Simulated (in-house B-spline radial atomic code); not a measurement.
Configurations of K IV (K3+), with energies counted from [Ne] 3s2 3p4. All numbers are computed (non-relativistic BHandHLYP, spin-polarised, spherical fractional occupations, exact exchange averaged over the configuration; point nucleus) with a radial B-spline atomic code at the basis-set limit, not measured. Shells without spins written out take the highest spin.

Occupations are held fixed; configurations that lie above the ionisation limit could autoionise.

```json
{"configuration": "[Ne] 3s2 3p3 4d1", "E - E(ref) (eV)": "42.818", "highest orbital": "4d up", "its <r> (bohr)": "3.897"}
{"configuration": "[Ne] 3s2 3p3 4f1", "E - E(ref) (eV)": "46.609", "highest orbital": "4f up", "its <r> (bohr)": "4.198"}
{"configuration": "[Ne] 3s1 3p4 4d1", "E - E(ref) (eV)": "60.36", "highest orbital": "4d up", "its <r> (bohr)": "3.876"}
{"configuration": "[Ne] 3s1 3p4 4f1", "E - E(ref) (eV)": "64.204", "highest orbital": "4f up", "its <r> (bohr)": "4.182"}
```

Order these further configurations by energy, lowest first.
A. [Ne] 3s1 3p4 4p1
B. [Ne] 3s1 3p4 4s1
C. [Ne] 3s2 3p3 4p1
D. [Ne] 3s1 3p4 3d1
E. [Ne] 3s2 3p3 3d1

E (21.709 eV), C (36.003 eV), D (38.909 eV), B (48.766 eV), A (53.531 eV).
